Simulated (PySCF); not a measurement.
CH10FNSi3, SMILES [SiH2]([Si@@H]([SiH2]C)N)F. Geometry: PBE0-D3(BJ)/def2-SVP. The structure was generated by enumeration; whether it is a known compound was not checked. The values are those of a single conformer.

Computed equilibrium geometry at PBE0-D3(BJ)/def2-SVP (PySCF confirms it by a frequency run) as a Z-matrix (one conformer of several):
```
Si
N 1 1.7407
H 2 1.0147 1 118.95
H 2 1.0151 3 110.26 1 141.81
H 1 1.5092 2 116.60 3 70.51
Si 1 2.3402 5 107.41 2 -120.18
F 6 1.6375 1 109.94 5 69.02
H 6 1.4938 7 107.29 1 -121.24
H 6 1.4955 8 108.71 7 116.42
Si 1 2.3471 5 107.38 2 123.32
H 10 1.4980 1 109.24 5 167.57
H 10 1.4998 11 107.35 1 -118.02
C 10 1.8857 11 110.45 12 -120.46
H 13 1.1006 10 110.95 11 60.08
H 13 1.1006 14 108.24 10 -121.58
H 13 1.1009 14 108.05 15 -116.73
```
Charge 0, spin multiplicity 1.
